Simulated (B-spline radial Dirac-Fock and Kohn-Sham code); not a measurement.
**Scattering functions of Ta⁴²⁺**

System: the Ta⁴²⁺ ion in the configuration [Ar] 3d10 4s2 4p1.

Input file task.json (cfg lists n, l and occupation; rrms is the nuclear radius in fm):

```json
{"items": [{
  "Z": 73,
  "q": 42,
  "cfg": [[1, 0, 2], [2, 0, 2], [2, 1, 6], [3, 0, 2], [3, 1, 6], [3, 2, 10], [4, 0, 2], [4, 1, 1]],
  "A": 181,
  "rrms": 5.3507,
  "do": ["scatter"],
  "s": [0.0, 0.05, 0.1, 0.15, 0.2, 0.25, 0.3, 0.35, 0.4, 0.45, 0.5, 0.6, 0.7, 0.8, 0.9, 1.0, 1.1, 1.2, 1.4, 1.6, 1.8, 2.0, 2.5, 3.0, 3.5, 4.0, 5.0, 6.0],
  "pz": [0, 0.1, 0.14, 0.21, 0.3, 0.43, 0.62, 0.89, 1.3, 1.8, 2.6, 3.8, 5.5, 7.9, 11.0, 16.0, 24.0, 34.0, 49.0, 70.0, 100.0],
  "hv_scatter": [1000, 2000, 10000, 20000, 30000, 50000, 200000, 500000]
}]}
```

Run with: `python xray_run.py task.json out`

The computed values come from a radial finite-basis atomic code: Dirac-Fock orbitals of the configuration average with a finite nucleus. f₀ is the Fourier transform of the spherical electron density, S the Waller-Hartree incoherent function, and s = sin θ/λ.

| s (Å⁻¹) | f₀ | S |
| --- | --- | --- |
| 0 | 31.000 | 0.000 |
| 0.05 | 30.975 | 0.028 |
| 0.1 | 30.900 | 0.111 |
| 0.15 | 30.776 | 0.248 |
| 0.2 | 30.605 | 0.436 |
| 0.25 | 30.387 | 0.671 |
| 0.3 | 30.124 | 0.948 |
| 0.35 | 29.820 | 1.263 |
| 0.4 | 29.476 | 1.611 |
| 0.45 | 29.096 | 1.986 |
| 0.5 | 28.683 | 2.382 |
| 0.6 | 27.771 | 3.217 |
| 0.7 | 26.766 | 4.082 |
| 0.8 | 25.695 | 4.950 |
| 0.9 | 24.585 | 5.802 |
| 1 | 23.456 | 6.631 |
| 1.1 | 22.330 | 7.435 |
| 1.2 | 21.220 | 8.215 |
| 1.4 | 19.092 | 9.712 |
| 1.6 | 17.127 | 11.133 |
| 1.8 | 15.343 | 12.473 |
| 2 | 13.737 | 13.724 |
| 2.5 | 10.451 | 16.458 |
| 3 | 8.120 | 18.726 |
| 3.5 | 6.600 | 20.617 |
| 4 | 5.660 | 22.177 |
| 5 | 4.602 | 24.512 |
| 6 | 3.822 | 26.133 |

f₀ starts at the number of electrons, 31, and has fallen to half at s ≈ 1.78 Å⁻¹. The sum of ⟨r²⟩ over the electrons is 1.358 bohr².
